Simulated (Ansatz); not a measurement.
Species: H₃GaO, SMILES `[OH][GaH2]` (H–O–Ga–H torsion 180°) (charge 0, multiplicity 1).

Question: Give a relaxed geometry from PBE0-D3(BJ)/def2-TZVP (Ansatz, an electronic-structure program).

Answer: Several could match; the one computed here: the end point of this relaxation, one of several conformers (outside a Z-matrix the atoms follow the SMILES, hydrogens last).
Cartesian coordinates (Å) in one orientation:
```xyz
5

O      1.205    -0.419    -0.013
Ga    -0.547    -0.059     0.006
H      1.764     0.360    -0.020
H     -1.448    -1.328     0.017
H     -0.974     1.446     0.009
```
